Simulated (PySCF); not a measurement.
**Electronic structure of O²⁺ (oxygen, charge +2) at the UHF level**

Configuration: [He] 2s2 2p2, high-spin 3P determinant. Computed with PySCF 2.14 in cc-pVDZ (3s2p1d, 14 functions), with no relativity, point nucleus.

| Item | Value |
| --- | --- |
| Total energy | -73.081026 hartree |
| One-electron energy | -92.5352 hartree |
| Hartree (Coulomb) energy | 26.7770 hartree |
| Exchange energy | -7.3228 hartree |
| Kinetic energy | 72.80490 hartree |
| ⟨S²⟩ | 2.0043 |
| ⟨L²⟩ | 2.006 |
| Sum of ⟨r⟩ | 4.463 bohr |
| Sum of ⟨r²⟩ | 5.162 bohr² |
| Traceless quadrupole moment −½Σ⟨3z² − r²⟩ along its main axis | 0.489 e·bohr² |
| Density at the nucleus (Gaussians lack the cusp) | 300 bohr⁻³ |
| Spin density at the nucleus | 0.301 bohr⁻³ |
| Langevin diamagnetic susceptibility | -4.09 ×10⁻⁶ cm³/mol |
| Time after the integrals | 0.04 s of wall time on 1 thread of Neoverse-V1 (shared host) |

```
shell  electrons  mean orbital energy (eV)  rms radius, mean of both spins (bohr)
 1s α          1                   -607.76                                  0.230
 1s β          1                   -604.88                                  0.230
 2s α          1                   -72.768                                   1.14
 2s β          1                   -62.383                                   1.14
 2p α          2                   -55.732                                   1.11
```
